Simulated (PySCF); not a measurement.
# Electric field gradients and quadrupole coupling constants

Species: C3H13NSi4.
Structure used (GFN2-xTB), in Å, numbered top down from 1:
```xyz
21
C3H13NSi4 angstrom
N     -1.346   -2.183    1.424
C     -1.794   -1.716    0.478
C     -2.295   -1.085   -0.693
Si    -1.367    0.601   -0.995
Si    -2.072    2.068    0.669
Si     0.906    0.114   -1.182
C      1.604   -0.215    0.554
Si     3.448   -0.662    0.638
H     -2.146   -1.753   -1.542
H     -3.367   -0.920   -0.577
H     -1.956    0.982   -2.301
H     -3.518    2.312    0.685
H     -1.718    1.580    2.003
H     -1.430    3.374    0.494
H      1.181   -1.055   -2.032
H      1.624    1.246   -1.789
H      1.030   -1.020    1.014
H      1.431    0.665    1.176
H      3.719   -1.825   -0.209
H      4.239    0.476    0.163
H      3.818   -0.966    2.023
```

Field gradients from the PBE0/pcSseg-1 density (PySCF, non-relativistic), principal values in atomic units, ordered |Vxx| ≤ |Vyy| ≤ |Vzz|:

```json
{"atom": "N1", "Vxx": "0.4022", "Vyy": "0.5181", "Vzz": "-0.9203"}
```

Find the asymmetry η = (Vxx − Vyy)/Vzz and the couplings χ = eQV/h (234.96 MHz × Q in barn × V in au), with Q(14N) = 0.02044 b.

```tsv
atom	environment	nucleus	η	χzz (MHz)	χxx (MHz)	χyy (MHz)
N1	nitrile nitrogen	14N	0.13	-4.420	1.931	2.488
```

The tensor is traceless: Vxx + Vyy + Vzz = 0.

What is Vzz at N1 in SI units (1 au = 9.71736 × 10²¹ V/m²)?

-0.9203 au = -8.942 × 10²¹ V/m².

What couplings would deuterons (Q(2H) = 0.00286 b) have in place of the hydrogens, at this geometry?

```
atom  bonded to  bond length (Å)  Vzz (au)     η  χzz (kHz)
  H9         C3            1.091    0.3086  0.05        207
 H10         C3            1.091    0.3091  0.04        208
 H11        Si4            1.482    0.1526  0.03        103
 H12        Si5            1.467    0.1620  0.01        109
 H13        Si5            1.464    0.1631  0.01        110
 H14        Si5            1.466    0.1628  0.01        109
 H15        Si6            1.472    0.1583  0.02        106
 H16        Si6            1.471    0.1588  0.01        107
 H17         C7            1.091    0.3084  0.01        207
 H18         C7            1.092    0.3177  0.01        214
 H19        Si8            1.464    0.1626  0.02        109
 H20        Si8            1.466    0.1615  0.01        108
 H21        Si8            1.464    0.1620  0.01        109
```

Isolated species at its GFN2-xTB geometry (one conformer only). GFN2-xTB bond lengths can be off by several hundredths of an ångström, more for odd bonds, and the gradients follow them. With so small a basis the couplings can be 20 % off.
